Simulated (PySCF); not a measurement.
**Electron correlation in Co⁺ (cobalt, charge +1)**

[Ar] 3d8, high-spin 3F determinant. Computed with PySCF 2.14 in aug-cc-pVDZ-DK, with the spin-free X2C one-electron Hamiltonian (Gaussian nucleus). Frozen: [Ar]; 8 electrons correlated.

| level | correlation energy (mhartree) |
| --- | --- |
| CCSD | -228.14 |
| (T) | -5.97 |
| CCSD(T) | -234.11 |

Diagnostics: T1 = 0.016, D1 = 0.0227, largest double amplitude 0.029.

Cost of the coupled-cluster step: roughly 4 core-seconds, for 8 correlated electrons.

Iterations:

```
CC2 = 0
CCSD nocc = (np.int64(5), np.int64(3)), nmo = (50, 50)
frozen orbitals [[0, 1, 2, 3, 4, 5, 6, 7, 8], [0, 1, 2, 3, 4, 5, 6, 7, 8]]
max_cycle = 100
direct = 0
conv_tol = 1e-08
conv_tol_normt = 1e-06
diis_space = 8
diis_start_cycle = 0
Init t2, MP2 energy = -0.24536816042858
Init E_corr(UCCSD) = -0.245368160435482
cycle = 1  E_corr(UCCSD) = -0.220465493431849  dE = 0.024902667  norm(t1,t2) = 0.0816219
cycle = 2  E_corr(UCCSD) = -0.229658453811133  dE = -0.00919296038  norm(t1,t2) = 0.0328776
cycle = 3  E_corr(UCCSD) = -0.227768568627801  dE = 0.00188988518  norm(t1,t2) = 0.0201341
cycle = 4  E_corr(UCCSD) = -0.227957105532378  dE = -0.000188536905  norm(t1,t2) = 0.00467434
cycle = 5  E_corr(UCCSD) = -0.228099903575153  dE = -0.000142798043  norm(t1,t2) = 0.00167952
cycle = 6  E_corr(UCCSD) = -0.228151496105962  dE = -5.15925308e-05  norm(t1,t2) = 0.000841774
cycle = 7  E_corr(UCCSD) = -0.228131246116419  dE = 2.02499895e-05  norm(t1,t2) = 0.000227544
cycle = 8  E_corr(UCCSD) = -0.228136735626357  dE = -5.48950994e-06  norm(t1,t2) = 0.000104806
cycle = 9  E_corr(UCCSD) = -0.228139036813065  dE = -2.30118671e-06  norm(t1,t2) = 4.74932e-05
cycle = 10  E_corr(UCCSD) = -0.228137210131029  dE = 1.82668204e-06  norm(t1,t2) = 2.45503e-05
cycle = 11  E_corr(UCCSD) = -0.22813729745928  dE = -8.73282515e-08  norm(t1,t2) = 1.35755e-05
cycle = 12  E_corr(UCCSD) = -0.228137606565434  dE = -3.09106154e-07  norm(t1,t2) = 7.47293e-06
cycle = 13  E_corr(UCCSD) = -0.228137405976937  dE = 2.00588498e-07  norm(t1,t2) = 4.08351e-06
cycle = 14  E_corr(UCCSD) = -0.228137541476294  dE = -1.35499357e-07  norm(t1,t2) = 1.82022e-06
cycle = 15  E_corr(UCCSD) = -0.228137545802169  dE = -4.32587458e-09  norm(t1,t2) = 7.43192e-07
UCCSD converged
E(UCCSD) = -1391.803297114264  E_corr = -0.2281375458021686
UCCSD(T) correction = -0.00597228552993992
```
